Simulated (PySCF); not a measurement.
Spectrum to structure. Level of theory: TDDFT PBE0/def2-SVPD, vertical, gas phase, core orbitals frozen in the response in PySCF. Geometries: GFN2-xTB, one conformer each.

```json
{"state": "S1", "E (eV)": "6.87", "f": "0.0010"}
{"state": "S2", "E (eV)": "7.08", "f": "0.166"}
{"state": "S3", "E (eV)": "7.17", "f": "0.037"}
{"state": "S4", "E (eV)": "7.23", "f": "0.0060"}
{"state": "S5", "E (eV)": "7.38", "f": "0.0001"}
{"state": "S6", "E (eV)": "7.39", "f": "0.0068"}
```

Triplets computed (Tamm–Dancoff): 6.41, 6.58 eV.

Problem. Which candidate is it? All have the formula C6H12Si.
A. `C1(CC[Si]1(C)C)=C`
B. `CC1=CC[Si]1(C)C`
C. `C1C[SiH](C2CC2)C1`

Solution. C. Its S1, at 6.87 eV, is the highest among the candidates; the nearest of the others has S1 at 6.37 eV. S1 is HOMO-1→LUMO (89%). Löwdin shares by element: HOMO (one of a set within 0.03 eV) carbon 54% or more, silicon 18% (atoms not listed hold the other 28%); LUMO silicon 22%, carbon 18% or more, hydrogen 10% or more (atoms not listed hold the other 50%). At the same level the other candidates give, for their lowest levels:
- `C=C1CC[Si]1(C)C`: 5.83 eV (f 0.004); 6.18 eV (f 0.005); 6.46 eV (f 0.291); 6.73 eV (f 0.036); 7.12 eV (f 0.001); T1 3.97 eV; HOMO -7.16, LUMO -0.21 eV
- `CC1=CC[Si]1(C)C`: 6.37 eV (f 0.006); 6.44 eV (f 0.002); 6.65 eV (f 0.130); 6.67 eV (f 0.006); 6.85 eV (f 0.000); T1 4.27 eV; HOMO -6.89, LUMO 0.42 eV

Shape of the structure used: `[CH2:1]1[CH2:2][SiH:3]([CH:4]2[CH2:5][CH2:6]2)[CH2:7]1`: C2–Si3–C4–C5 -101°.

Without π bonds the low states are Rydberg-like; a valence basis with one diffuse set may place them up to an eV too high.
